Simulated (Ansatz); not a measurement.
Ansatz (an electronic-structure program) input (CCSD(T)/aug-cc-pVDZ):

Ansatz 0.2 input:
```yaml
crystal:
  periodic: [false, false, false]
  atoms:
    - {symbol: F, position_ang: [-0.13415148, 2.11606905, -0.25816282]}
    - {symbol: Ge, position_ang: [-0.02231496, 0.55614922, 0.52217816]}
    - {symbol: Br, position_ang: [1.96421326, -0.40870475, -0.24800287]}
    - {symbol: Br, position_ang: [-1.90931492, -0.64390658, -0.16303244]}
basis:
  gaussian:
    orbitals: aug-cc-pVDZ
magnetization: {spin_polarized: true, initial_magnetization: 1}
correlation: {method: ccsd_t, electrons: outside_noble_gas}
output: {forces: true}
```

End of the output:

```
mean field -199178.37667021 eV, -7319.6703346775 hartree, gradient 1.1e-6 eV, S^2 0.765003; 0 other end points of the search recorded, 0 dependent functions left out
43 core orbitals not correlated
reference -199178.37667021 eV, -7319.6703346775 hartree; 13, 12 occupied and 75, 76 virtual orbitals, 1405 factors
densities: 4.21 GiB planned
second order -14.26998632 eV of doubles, -0.00000000 eV of singles
coupled cluster: 1.73 GiB planned
cycle   1  -14.52606331 eV  change   -2.6e-1 eV  update   1.1e-1
cycle   2  -14.85080098 eV  change   -3.2e-1 eV  update   3.5e-2
cycle   3  -14.94900014 eV  change   -9.8e-2 eV  update   2.0e-2
cycle   4  -14.95197500 eV  change   -3.0e-3 eV  update   6.8e-3
cycle   5  -14.94676813 eV  change    5.2e-3 eV  update   3.6e-3
cycle   6  -14.94777890 eV  change   -1.0e-3 eV  update   1.7e-3
cycle   7  -14.94846853 eV  change   -6.9e-4 eV  update   7.3e-4
cycle   8  -14.94851779 eV  change   -4.9e-5 eV  update   3.2e-4
cycle   9  -14.94858383 eV  change   -6.6e-5 eV  update   1.3e-4
cycle  10  -14.94855021 eV  change    3.4e-5 eV  update   5.9e-5
cycle  11  -14.94853955 eV  change    1.1e-5 eV  update   2.8e-5
cycle  12  -14.94855096 eV  change   -1.1e-5 eV  update   1.3e-5
cycle  13  -14.94855178 eV  change   -8.2e-7 eV  update   5.1e-6
cycle  14  -14.94855330 eV  change   -1.5e-6 eV  update   2.3e-6
cycle  15  -14.94855433 eV  change   -1.0e-6 eV  update   9.7e-7
perturbative correction -0.46061142 eV, -0.0169271575 hartree
the calculation of the forces begins
1.07 GiB of device memory are held for the factors and their scratch space
Total energy: -199193.78583596 eV, -7320.2366110741 hartree
Atom 0 at    -0.134151     2.116069    -0.258163 Å, force    -0.019902     0.287271    -0.112075 eV/Å
Atom 1 at    -0.022315     0.556149     0.522178 Å, force     0.017691    -0.260933     0.084196 eV/Å
Atom 2 at     1.964213    -0.408705    -0.248003 Å, force     0.022277    -0.011883     0.013475 eV/Å
Atom 3 at    -1.909315    -0.643907    -0.163032 Å, force    -0.020066    -0.014454     0.014404 eV/Å
Dipole moment:     0.015551    -0.151652     0.289155 e Å
```

It need not be the lowest isomer of its formula.
